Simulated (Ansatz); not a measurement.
Correlation energies of `CO[Si]Cl` by basis set

```xyz
7

C     0.7644   -0.1816    0.3392
O     0.1390    0.8999   -0.3205
Si   -1.3212    1.2165   -0.9558
Cl   -2.3954   -0.5707   -0.5957
H     0.0772   -1.0209    0.4618
H     1.6281   -0.4993   -0.2476
H     1.1079    0.1561    1.3185
```

Total charge 0; spin multiplicity 1. All single points use the PBE0-D4/def2-TZVP geometry. It is one conformer, not always the lowest. Frozen core, restricted reference, the Gaussian-basis code of Ansatz. CBS rows extrapolate triple and quadruple zeta; past MP2 they add the triple-zeta difference.

```csv
basis,HF (Eh),MP2 corr.
def2-SVP,-862.63704,-0.53494
def2-TZVPP,-863.04053,-0.69725
def2-QZVPP,-863.06782,-0.75550
```

Problem. Estimate the CCSD correlation energy and the (T) correction in each basis where they were run (hartree).

Solution. 
```csv
basis,CCSD corr.,(T)
def2-SVP,-0.57626,-0.01533
def2-TZVPP,-0.73528,-0.03065
CBS(def2),-0.83669,as TZ
```
